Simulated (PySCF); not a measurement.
## Reproducing measurements on perfluoroethyl chloride

**What was measured.**

From NIST CCCBDB Release 22 (SRD 101), experimental dipoles, for the gas: dipole moment (dielectric constant against temperature) 0.52 D.

How close the calculation comes is told at the end.

Species: perfluoroethyl chloride, C2ClF5.
Atom-mapped SMILES: `[F:1][C:2]([F:3])([F:4])[C:5]([F:6])([F:7])[Cl:8]`

Structure used (GFN2-xTB), in Å, numbered top down from 1:
```xyz
8
C2ClF5 angstrom
F     -1.5458   -0.2981   -0.8804
C     -0.7679   -0.0513    0.1680
F     -1.1673    1.0898    0.7179
F     -0.9479   -1.0248    1.0534
C      0.7255    0.0361   -0.2548
F      0.8792    1.0007   -1.1667
F      1.0984   -1.1119   -0.8284
Cl     1.7349    0.3687    1.1665
```

Runs made with PySCF (gas phase, on this GFN2-xTB geometry; no spin–orbit coupling):

```
        level                                      job  basis functions  wall time
PBE0/pcSseg-1  shieldings, charges and field gradients              143       14 s
```

Hardware: one thread, x86-64 server (shared host).

Results beside the measurements:

**Dipole moment.** Measured: 0.52 D (NIST CCCBDB Release 22 (SRD 101), experimental dipoles).

| level | computed (D) | computed − measured (D) | % (from the printed values) |
| --- | --- | --- | --- |
| PBE0/pcSseg-1 | 0.32 | -0.20 | -38 |

The computed dipoles belong to one fixed geometry; measured ones are averaged over vibrations unless marked μe. Magnitudes are compared, not signs.

The geometry is computed, not the measured one. Where a level misses, the cause wasn't examined.
